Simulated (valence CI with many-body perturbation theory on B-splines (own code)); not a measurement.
## Level structure of Eu49+

Calculated by configuration interaction combined with many-body perturbation theory (CI+MBPT): four valence electrons over a frozen Dirac-Fock core [Ne], a basis of 11 s, 11 p, 10 d, 8 f, 5 g, 2 h functions for each j, with the one-electron correlation potential Σ1 (screened to all orders), the two-electron term Σ2, the three-electron term Σ3, Breit, model QED; selected single and double excitations, second order for the rest, scaled by the run's own slope (own B-spline code, finite nucleus).

The last digits are not significant, and no measured levels were compared; by estimate large intervals hold to a few tenths of a per cent, small ones and those within an open d or f shell to about a per cent. Among the levels kept, up to 590 cm⁻¹ of a level comes from second order outside the variational space, and about a tenth of that is noise between levels of different J, which matters for small intervals.

Levels 46 to 90 of 177, with energies above the lowest level, (3s^2 3p1/2^2) J=0. "Leading %" is the weight of the configuration and term that name the level; weights of strongly mixed levels are sums over their largest components and can fall short. In the jj column 3d3/2^4 stands for four electrons in 3d with j = 3/2. Lifetimes count E1, E2, E3, M1 and M2 decay at the calculated energies, and are blank where another channel may lead or the interval is too uncertain; long ones can be off by a factor of two.

```
No.  Configuration  Term  J  E (eV)  Leading %  Second component  Lifetime                   Leading jj
 46        3s3p²3d    ³P  2  668.32         35   18 % 3s3p²3d ⁵D   4.35 ps  3s 3p1/2 3p3/2 3d5/2 (91 %)
 47        3s3p²3d    ³G  5  668.82         53   47 % 3s3p²3d ⁵F   76.3 ps  3s 3p1/2 3p3/2 3d5/2 (98 %)
 48        3s3p²3d    ³D  1  673.35         59   16 % 3s3p²3d ³P   1.07 ps  3s 3p1/2 3p3/2 3d3/2 (60 %)
 49        3s3p²3d    ³F  3  677.31         43   19 % 3s3p²3d ⁵D   4.29 ps  3s 3p1/2 3p3/2 3d5/2 (87 %)
 50        3s3p²3d    ³P  0  680.92         70    16 % 3s²3d² ³P    987 fs  3s 3p1/2 3p3/2 3d3/2 (62 %)
 51        3s3p²3d    ³F  2  681.37         40   14 % 3s3p²3d ¹D    755 fs  3s 3p1/2 3p3/2 3d3/2 (74 %)
 52        3s3p²3d    ³D  3  686.22         61    9 % 3s3p²3d ³F   2.76 ps  3s 3p1/2 3p3/2 3d5/2 (87 %)
 53        3s3p²3d    ³P  1  687.16         45   18 % 3s3p²3d ¹P   1.19 ps  3s 3p1/2 3p3/2 3d5/2 (47 %)
 54        3s3p²3d    ¹G  4  687.82         42   35 % 3s3p²3d ³F   7.26 ps  3s 3p1/2 3p3/2 3d5/2 (85 %)
 55        3s3p²3d    ¹D  2  689.80         32   12 % 3s3p²3d ³F   2.21 ps  3s 3p1/2 3p3/2 3d5/2 (75 %)
 56        3s3p²3d    ³D  3  697.84         36   24 % 3s3p²3d ³F   1.73 ps  3s 3p1/2 3p3/2 3d5/2 (90 %)
 57        3s3p²3d    ³F  4  699.53         42   39 % 3s3p²3d ³G   2.34 ps  3s 3p1/2 3p3/2 3d5/2 (90 %)
 58        3s3p²3d    ³D  1  701.96         44   25 % 3s3p²3d ¹P   3.06 ps  3s 3p1/2 3p3/2 3d5/2 (90 %)
 59        3s3p²3d    ³P  1  711.84         34   27 % 3s3p²3d ³S   2.39 ps  3s 3p1/2 3p3/2 3d5/2 (89 %)
 60        3s3p²3d    ¹F  3  713.17         36   35 % 3s3p²3d ³F   1.46 ps  3s 3p1/2 3p3/2 3d5/2 (85 %)
 61        3s3p²3d    ³D  2  714.14         29   14 % 3s3p²3d ¹D   1.79 ps  3s 3p1/2 3p3/2 3d5/2 (80 %)
 62        3s3p²3d    ³P  0  716.09         40   35 % 3s3p²3d ¹S   1.55 ps  3s 3p1/2 3p3/2 3d5/2 (72 %)
 63        3s3p²3d    ³D  2  720.33         35   24 % 3s3p²3d ³P    895 fs  3s 3p1/2 3p3/2 3d5/2 (81 %)
 64         3s²3d²    ³F  2  723.70         52    11 % 3s²3d² ¹D    495 fs          3s^2 3d3/2^2 (64 %)
 65         3s²3d²    ³P  0  742.43         59   18 % 3s3p²3d ³P    413 fs          3s^2 3d3/2^2 (70 %)
 66         3s²3d²    ³F  3  751.66         79    7 % 3s3p²3d ³D    816 fs      3s^2 3d3/2 3d5/2 (79 %)
 67         3s²3d²    ¹G  4  759.00         44    39 % 3s²3d² ³F   1.16 ps      3s^2 3d3/2 3d5/2 (76 %)
 68         3s²3d²    ³P  2  760.40         40    23 % 3s²3d² ¹D    751 fs      3s^2 3d3/2 3d5/2 (75 %)
 69         3s²3d²    ³P  1  762.51         75    6 % 3s3p²3d ⁵P    772 fs      3s^2 3d3/2 3d5/2 (75 %)
 70          3p³3d   ³F°  2  779.76         19    16 % 3p³3d ³D°   5.29 ps   3p1/2^2 3p3/2 3d3/2 (77 %)
 71            3p⁴    ¹D  2  784.38         46       18 % 3p⁴ ³P   1.10 ps         3p1/2 3p3/2^3 (63 %)
 72         3s²3d²    ³F  4  785.16         40    40 % 3s²3d² ¹G   4.30 ps          3s^2 3d5/2^2 (72 %)
 73          3p³3d   ³P°  0  788.94         52    23 % 3p³3d ⁵D°   3.50 ps   3p1/2^2 3p3/2 3d3/2 (85 %)
 74            3p⁴    ³P  1  789.05         80   13 % 3s3p²3d ¹P    697 fs         3p1/2 3p3/2^3 (80 %)
 75          3p³3d   ³F°  3  791.98         26    19 % 3p³3d ³G°   2.51 ps   3p1/2^2 3p3/2 3d3/2 (85 %)
 76          3p³3d   ³D°  1  793.12         30    25 % 3p³3d ³P°   2.42 ps   3p1/2^2 3p3/2 3d3/2 (89 %)
 77         3s²3d²    ¹D  2  794.89         45    35 % 3s²3d² ³P   2.65 ps          3s^2 3d5/2^2 (85 %)
 78        3s3p3d²   ⁵G°  2  803.73         61  24 % 3s3p3d² ³F°   3.40 ps      3s 3p1/2 3d3/2^2 (84 %)
 79        3s3p²3d    ³F  3  809.39         27   21 % 3s3p²3d ⁵D   1.14 ps      3s 3p3/2^2 3d3/2 (82 %)
 80        3s3p²3d    ³D  2  809.85         19   16 % 3s3p²3d ⁵P    853 fs      3s 3p3/2^2 3d3/2 (74 %)
 81         3s²3d²    ¹S  0  810.01         52   27 % 3s3p²3d ³P   4.40 ps          3s^2 3d5/2^2 (60 %)
 82        3s3p²3d    ³P  1  810.99         35   27 % 3s3p²3d ⁵P    908 fs      3s 3p3/2^2 3d3/2 (87 %)
 83        3s3p3d²   ⁵G°  3  816.00         39  19 % 3s3p3d² ³F°   3.55 ps      3s 3p1/2 3d3/2^2 (85 %)
 84        3s3p²3d    ³F  4  819.08         51   16 % 3s3p²3d ³G   1.07 ps      3s 3p3/2^2 3d3/2 (84 %)
 85          3p³3d   ³F°  4  827.42         43    24 % 3p³3d ⁵D°   3.03 ps   3p1/2^2 3p3/2 3d5/2 (89 %)
 86        3s3p²3d    ⁵F  5  828.11         53   46 % 3s3p²3d ³G   6.31 ps      3s 3p3/2^2 3d5/2 (98 %)
 87          3p³3d   ³P°  2  831.98         19    17 % 3p³3d ³D°   2.69 ps   3p1/2^2 3p3/2 3d5/2 (81 %)
 88        3s3p²3d    ³D  1  835.14         47   14 % 3s3p²3d ³P    729 fs      3s 3p3/2^2 3d3/2 (86 %)
 89        3s3p3d²   ⁵D°  0  836.55         63  26 % 3s3p3d² ³P°   1.09 ps      3s 3p1/2 3d3/2^2 (79 %)
 90        3s3p²3d    ³F  4  836.92         51   23 % 3s3p²3d ⁵D   2.19 ps      3s 3p3/2^2 3d5/2 (81 %)
```
